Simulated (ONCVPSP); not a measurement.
## Zn, ONCV: configuration errors across variants

Zn (Z = 30), optimised norm-conserving Vanderbilt (ONCV), made with ONCVPSP 4.0.1 (PBEsol, fully relativistic). Core [Ne], reference 3s2 3p6 3d10 (charge +2). Waves: 3s: rc 1.00 bohr, ncon 4, nbas 9, qcut 14.7 1/bohr, 3 projectors, debl 1.6 Ha; 3p: rc 0.75 bohr, ncon 5, nbas 9, qcut 12.2 1/bohr, 2 projectors, debl 2.5 Ha; 3d: rc 1.35 bohr, ncon 3, nbas 7, qcut 9.7 1/bohr, 2 projectors, debl 3.8 Ha. Local part: polynomial inside 0.70 bohr (lpopt 4, dvloc0 0 Ha). Core correction: none.

Open shells are filled in proportion to 2j + 1.

In the s channel the program set the typed energies aside and used -5.502, 0.250, 1.850 Ha. In the p channel the program set the typed energies aside and used -3.789, 0.250 Ha (j = l + 1/2; the other j can differ).

All-electron excitation energies from the reference (eV): (1) 3s2 3p6 3d10 4s2 -28.250; (2) 3s2 3p6 3d10 4s1 -18.349; (3) 3s2 3p6 3d9 40.509; (4) 3s2 3p6 3d10 4s1.5 -24.300.

1 further variants failed, have other tests or too few solved ones, and are left out.

A true bound ghost makes a file unfit for plane-wave use even where its test errors are small: the radial tests pick states by their node count and pass the ghost by.

Errors AE − PS in meV (a dash: test not solved or not reliable):

| change | (1) | (2) | (3) | (4) | bound ghosts | GHOST(+) flags above zero |
| --- | --- | --- | --- | --- | --- | --- |
| base | +16 | +5.3 | +103 | +11 | none | none |
| s: rc 0.78 | +17 | +5.4 | +103 | +11 | none | s |
| s: rc 0.92 | +16 | +5.3 | +103 | +11 | none | none |
| s: rc 1.1 | +16 | +5.3 | +103 | +11 | none | none |
| s: rc 1.2 | +16 | +5.3 | +103 | +11 | none | none |
| s: rc 1.34 | +16 | +5.4 | +103 | +11 | none | none |

Problem. Give the same row for: s: rc 0.72.

Solution. +17, +5.4, +103, +11; bound ghosts: s; GHOST(+) flags above zero: none.
